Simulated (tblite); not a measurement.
Start geometry of `F[SiH2]N([SiH2][SiH3])C1CC1` from a force field or distance geometry (Å):
```
atom  x, y, z in Å
F1     0.521    1.155    2.509
Si2   -0.101    1.830    1.056
N3    -0.205    0.459   -0.088
Si4    1.184   -0.584    0.264
Si5    3.008    0.126   -0.784
C6    -1.425   -0.262    0.226
C7    -1.666   -1.458   -0.677
C8    -2.574   -0.257   -0.725
H9    -1.385    2.425    1.394
H10    0.894    2.829    0.654
H11    1.387   -0.581    1.728
H12    0.971   -1.987   -0.104
H13    4.103    0.112    0.178
H14    3.316   -0.843   -1.850
H15    2.803    1.468   -1.412
H16   -1.735   -0.328    1.308
H17   -1.026   -1.596   -1.573
H18   -1.974   -2.365   -0.086
H19   -2.509    0.305   -1.674
H20   -3.594   -0.437   -0.346
```

Problem. What comes out of this run: tblite 0.8.0, GFN2-xTB geometry optimisation, gas phase?

Solution. 
```
atom  x, y, z in Å
F1     1.088    2.052    1.948
Si2   -0.279    1.734    1.162
N3    -0.193    0.066    0.758
Si4    1.299   -0.870    0.800
Si5    2.759   -0.129   -0.829
C6    -1.371   -0.596    0.291
C7    -1.479   -1.021   -1.143
C8    -2.344    0.085   -0.618
H9    -1.367    2.000    2.089
H10   -0.216    2.635    0.016
H11    1.805   -0.783    2.176
H12    0.827   -2.254    0.621
H13    3.332    1.194   -0.567
H14    3.890   -1.053   -0.975
H15    2.158   -0.036   -2.170
H16   -1.794   -1.276    1.026
H17   -0.669   -0.750   -1.803
H18   -1.932   -1.974   -1.370
H19   -2.122    1.090   -0.939
H20   -3.397   -0.104   -0.475
```

The energy falls by 1.267 eV over 185 L-BFGS steps, the largest force on an atom goes from 2.19 to 0.010 eV/Å, and the atoms move by 0.971 Å rms after alignment. The bond that changes most is F1–Si2 (silicon-bound fluorine to fluorine-bound silicon), which shortens by 0.109 Å. Bonds longer at the end by more than 0.005 Å: 3 of 20; shorter: 15. Among the angles that change most is Si2–N3–Si4, from 106.2° to 123.6°. Among the dihedrals that turn most is H9–Si2–N3–C6, from -36° to 52°. Rotational constants go from 1393, 902.0, 646.3 to 1273, 975.8, 669.8 MHz. The orientation of the end geometry is arbitrary; only internal coordinates are fixed.

GFN2-xTB frequencies show an imaginary mode (27i cm⁻¹), so the point is no minimum at that level. 3 starts were optimised and ended at 0.00, 0.12 and 2.45 kcal/mol (GFN2-xTB); the lowest of these is shown.

The numbers are calculated, not measured.
